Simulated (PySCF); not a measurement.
The scaffold SiH2Cl-X carries different groups X. Isolated molecules, 0 K electronic values unless said otherwise. One relaxed conformer stands for each flexible species; it need not be the lowest. Strings in code marks are SMILES.

The four lowest singlet excitations (Tamm–Dancoff). Computed with PBE0-D4/def2-TZVP run with PySCF 2.14.0. Excitations are Tamm–Dancoff values on a coarser integration grid. The basis has no diffuse functions, so Rydberg states are missing or too high.

```csv
state,energy (eV),wavelength (nm),oscillator strength
S1,7.26,171,0.005
S2,7.64,162,0.001
S3,7.99,155,0.005
S4,8.25,150,0.032
```

Name which member gives these states.
(A) `F[SiH2]Cl`
(B) `CO[SiH2]Cl` (C–O–Si–Cl torsion 180°)
(C) `Cl[SiH2][SeH]` (Cl–Si–Se–H torsion 72°)
(D) `CN[SiH2]Cl` (C–N–Si–Cl torsion 69°)

B, `CO[SiH2]Cl` (C–O–Si–Cl torsion 180°)
